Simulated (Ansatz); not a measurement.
Relaxation of ClH₃OZn (6 atoms, charge 0, multiplicity 1), to a largest force component of 0.03 eV/Å in at most 50 steps.

The calculation used RKS BLYP-D4/def2-SVP in Ansatz 0.2.0.

```xyz
6
Properties=species:S:1:pos:R:3:forces:R:3
Zn -0.904 -0.181 -0.527 -0.24 0.00 0.21
Cl 0.075 -0.112 2.770 -0.65 -0.02 -0.44
O 0.378 -0.019 -1.766 -0.04 0.06 0.06
H 0.614 -0.869 -2.182 0.03 -0.06 -0.02
H -2.085 -0.188 0.492 0.24 0.01 -0.21
H -1.054 -0.134 2.039 0.66 0.01 0.41
```

Where does it end, and by what steps?

It converged. After 17 steps the energy has fallen by 0.085 eV; H4 moved furthest, 0.99 Å.

| step | energy less start (eV) | largest force component (eV/Å) | accepted |
| --- | --- | --- | --- |
| 0 | 0.0000 | 0.662 | yes |
| 1 | -0.0144 | 0.228 | yes |
| 2 | -0.0160 | 0.706 | yes |
| 3 | -0.0214 | 0.760 | yes |
| 4 | -0.0464 | 0.096 | yes |
| 5 | -0.0483 | 0.585 | yes |
| 6 | 0.0307 | 2.468 | no |
| 7 | -0.0706 | 0.102 | yes |
| 8 | -0.0762 | 0.250 | yes |
| 9 | -0.0771 | 0.222 | yes |
| 10 | -0.0799 | 0.103 | yes |
| 11 | -0.0813 | 0.080 | yes |
| 12 | -0.0750 | 0.616 | no |
| 13 | -0.0831 | 0.070 | yes |
| 14 | -0.0830 | 0.262 | no |
| 15 | -0.0845 | 0.032 | yes |
| 16 | -0.0849 | 0.071 | yes |
| 17 | -0.0851 | 0.023 | yes |

```xyz
6
Properties=species:S:1:pos:R:3
Zn -1.197 -0.160 -0.603
Cl 0.410 -0.359 2.019
O 0.129 -0.374 -1.794
H 0.992 -0.488 -1.349
H -2.471 0.043 0.220
H -0.840 -0.166 2.334
```

The run took 33 s on 1 thread of AMD EPYC 7R43 64-Core Processor (Zen 3), with other jobs on the host, peak memory 0.17 GiB.
